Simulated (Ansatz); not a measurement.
Molecule: C3H2F5, net charge 0, doublet state. It need not be the lowest isomer of its formula. 
Structure (B3LYP-D3(BJ)/def2-TZVP (Ansatz, an electronic-structure program) minimum search):
```
C
H 1 1.0886
H 1 1.0959 2 108.62
C 1 1.4954 2 108.56 3 -120.14
F 4 1.3315 1 115.87 2 166.84
F 4 1.3346 5 110.13 1 131.70
C 1 1.5169 2 107.70 3 116.61
F 7 1.3432 1 112.28 2 -179.37
F 7 1.3442 8 107.63 1 123.48
F 7 1.3477 8 107.50 9 115.52
```
Charge 0, spin multiplicity 2.

Parts of the frozen-core correlation energy in 6-31G (Ansatz, hartree). Frozen orbitals: 8; correlated occupied orbitals by spin: 25 and 24; virtual: 43 and 44. Open shells are spin-unrestricted. Spin-orbit coupling is left out. Non-relativistic.

```json
[
 {"term": "reference (HF)", "value": "-611.72614"},
 {"term": "MP2 opposite-spin", "value": "[?]"},
 {"term": "MP2 same-spin", "value": "-0.22315"},
 {"term": "CCSD correlation", "value": "[?]"},
 {"term": "(T)", "value": "[?]"},
 {"term": "T1 diagnostic", "value": "0.013"},
 {"term": "largest doubles amplitude", "value": "0.025"},
 {"term": "<S^2> of the reference", "value": "0.757"}
]
```

Task: Some entries are withheld; supply them.

Result: 
- MP2 opposite-spin, value: -0.62026
- CCSD correlation, value: -0.86273
- (T), value: -0.01768
